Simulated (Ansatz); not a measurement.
Consider the germylene formation by 1,1-elimination: `[CH3][GeH]([Cl])[Cl]` → `CCl` + `[Cl][GeH]`.

Program: Ansatz. Geometries: PBE0-D4/def2-TZVP. ΔE: electronic, gas phase. CBS: MP2 limit from def2 TZ/QZ plus the TZ coupled-cluster correction, frozen cores. This one scheme is used for every species. DFT in def2-TZVPP. For Ge outer-core shells are correlated without core-valence functions, which leaves a few kJ/mol of doubt a bond. Scalar relativity is left out up to krypton.

Task: Is it downhill or uphill in electronic energy at CCSD(T)/CBS, and by how much? (Best estimate.)

Result: The calculation gave: Uphill: ΔE = +2.68 eV.

Task: What do these levels give: r2SCAN-D4, r2SCAN, r2SCAN0, MP2/def2-SVP, CCSD(T)/def2-SVP, HF/def2-QZVPP? (An estimate is asked.)

Result: Ansatz gave: r2SCAN-D4 2.79, r2SCAN 2.77, r2SCAN0 2.84, MP2/def2-SVP 2.93, CCSD(T)/def2-SVP 2.66, HF/def2-QZVPP 2.50 eV.

Task: What do rigid-rotor, harmonic-oscillator terms from PBE0-D4/def2-TZVP frequencies (298.15 K, 1 bar) make of the CCSD(T)/CBS value? (Estimate.)

Result: The calculation gave: ΔZPE = -0.08 eV, ΔH = +2.62 eV, ΔS = 152 J/(mol·K), ΔG = +2.15 eV.

Largest T1 diagnostic among the species: 0.013.

From r2SCAN to r2SCAN0 (25 % exact exchange), in def2-TZVPP and without D4, ΔE moves by +0.07 eV. In def2-TZVPP, CCSD(T) changes the Hartree–Fock value by +0.26 eV (the triples alone add +0.03 eV) and MP2 by +0.48 eV.
